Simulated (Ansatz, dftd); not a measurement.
System: C₃H₅Cl, charge 0, singlet. C3H5Cl (SMILES C(C)(=C)Cl).
B3LYP-D3(BJ)/def2-TZVP minimum from Ansatz (a program for electronic structure):
```xyz
9

C      0.9880    -0.9675     0.9154
C     -0.0105    -0.3385     0.3153
C     -1.4675    -0.5820     0.5216
Cl     0.3336     0.9251    -0.8573
H      2.0220    -0.7327     0.7111
H      0.7736    -1.7450     1.6368
H     -1.9639     0.3254     0.8715
H     -1.6170    -1.3728     1.2565
H     -1.9458    -0.8738    -0.4155
```
Charge 0, spin multiplicity 1.

Quantity: atomisation energy (electronic, to ground-state atoms), in kcal/mol. UHF or UKS for unpaired electrons; spin-orbit terms are left out. CBS(X,Y): correlation extrapolated as X^-3, Hartree-Fock from the larger set. A bracket is a step between two methods taken in the basis named. The functionals are non-relativistic, so their misses hold any scalar relativity. Double hybrids freeze cores in their MP2 part. 'core' is core correlation in cc-pwCVTZ (1s frozen past Ne), 'X2C' scalar relativity in cc-pVTZ-DK, both at CCSD(T). For partners of very few electrons the exact lower level stands in for a higher one.

Compared with CCSD(T)/CBS(cc-pV(T+d)Z,cc-pV(Q+d)Z) + [CCSDT(Q) - CCSD(T)]/cc-pV(D+d)Z + core + X2C (Ansatz): 844.4 kcal/mol.

Question: Rank these levels by how close they come to it, closest first: B3LYP-D4/def2-TZVPD (Ansatz + dftd4); r2SCANh/def2-TZVPD (Ansatz); B2GP-PLYP-D4/def2-TZVPD (Ansatz + dftd4); B2PLYP-D4/def2-TZVPD (Ansatz + dftd4).

Answer: B3LYP-D4/def2-TZVPD (841.5 kcal/mol, difference -2.9), r2SCANh/def2-TZVPD (839.8 kcal/mol, difference -4.6), B2PLYP-D4/def2-TZVPD (834.4 kcal/mol, difference -10.0), B2GP-PLYP-D4/def2-TZVPD (831.7 kcal/mol, difference -12.7)
